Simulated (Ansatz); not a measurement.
Bond stretch in HCl (cation, charge +1), doublet.

Methods: UKS-PBE = unrestricted PBE/aug-cc-pVDZ in Ansatz (an electronic-structure program); UCCSD(T) = Ansatz with CCSD(T) on UHF/aug-cc-pVDZ, frozen core; UKS-PBE0 = unrestricted PBE0/aug-cc-pVDZ in Ansatz; UCCSDT(Q) = Ansatz with CCSDT(Q) on UHF/aug-cc-pVDZ, frozen core; FCI = full CI/aug-cc-pVDZ, frozen core run with Ansatz.

Cost and accuracy over the 23 points of the scan, with FCI as yardstick. Costs are rough ratios of core time within Ansatz on shared cores, each with its mean field (Kohn-Sham runs search longer for lower solutions than correlated ones do); the miss is the largest error against full CI of the curve after the mean shift, in kcal/mol.

Problem. Which is the cheapest of these levels that stays within 8.2 kcal/mol of FCI?

Solution. UCCSD(T).

```
level      relative cost  largest error
---------  -------------  -------------
UKS-PBE                1           23.3
UCCSD(T)               1            1.5
UKS-PBE0               1           14.8
UCCSDT(Q)              6            0.1
```

Costs within a factor of two of each other count as equal.

The unrestricted determinant behind UKS-PBE is spin-contaminated at 2.36 to 5.28 Å (<S²> up to 1.3, against 0.75 for a pure doublet). The unrestricted determinant behind UCCSD(T), UCCSDT(Q) is spin-contaminated at 2.01 to 5.28 Å (<S²> up to 1.8, against 0.75 for a pure doublet). The unrestricted determinant behind UKS-PBE0 is spin-contaminated at 2.17 to 5.28 Å (<S²> up to 1.3, against 0.75 for a pure doublet).
